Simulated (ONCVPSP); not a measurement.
Varying the ONCV potential for Fe (Z = 26)

Base potential:

- Element: Fe
- Generator: ONCVPSP 4.0.1
- Type: optimised norm-conserving Vanderbilt (ONCV)
- Functional: PBEsol
- Relativity: scalar-relativistic
- Frozen core: [Ne]
- Valence charge: 16
- Reference configuration: 3s2 3p6 3d6 4s0.5 (charge +1.5)
- Partial waves: 3s+4s: rc 1.05 bohr, ncon 4, nbas 7, qcut 14.3 1/bohr, 2 projectors; 3p: rc 1.25 bohr, ncon 3, nbas 6, qcut 13.5 1/bohr, 2 projectors, debl 2.4 Ha; 3d: rc 1.70 bohr, ncon 3, nbas 8, qcut 7.6 1/bohr, 3 projectors, debl 3.1 Ha
- Local potential: polynomial inside 0.75 bohr (lpopt 4, dvloc0 0 Ha)
- Core correction: none

In the p channel the program set the typed energies aside and used -2.692, 0.250 Ha.

Cutoffs, loose and tight: the cutoffs (Ha) at which the residual kinetic energy of the hardest occupied pseudo-wave falls to 1 and 0.1 mHa per electron. They do not see the model core or the augmentation charge, which bear on the density cutoff. Test errors are all-electron minus pseudo excitation energies from the reference, over the configurations 3s2 3p6 3d6 4s2; 3s2 3p6 3d6 4s1; 3s2 3p6 3d6 4s0; 3s2 3p6 3d6 4s1 4p1. A dash means not determined; rows that change the core or the reference have their own tests.

```csv
change,outcome,"cutoff, loose","cutoff, tight",bound ghosts,GHOST(+) flags above zero,largest test error (meV)
base,"generated, projector energies reset by the program",61 Ha,72 Ha,none,none,+9.4
d: debl 1.25,"generated, projector energies reset by the program",61 Ha,72 Ha,none,d,+9.3
reference 3s2 3p6 3d6.5 4s1.5,generated,61 Ha,72 Ha,none,none,+20
"core correction Teter function, fcfact 4.75, rcfact 1.65","generated, projector energies reset by the program",61 Ha,72 Ha,none,none,+9.4
"d: ncon 5, nbas 10","generated, projector energies reset by the program",61 Ha,124 Ha,none,d,+8.0
"local potential polynomial inside 0.75 bohr (lpopt 4, dvloc0 8.5 Ha)","generated, projector energies reset by the program",61 Ha,72 Ha,none,none,+9.3
```
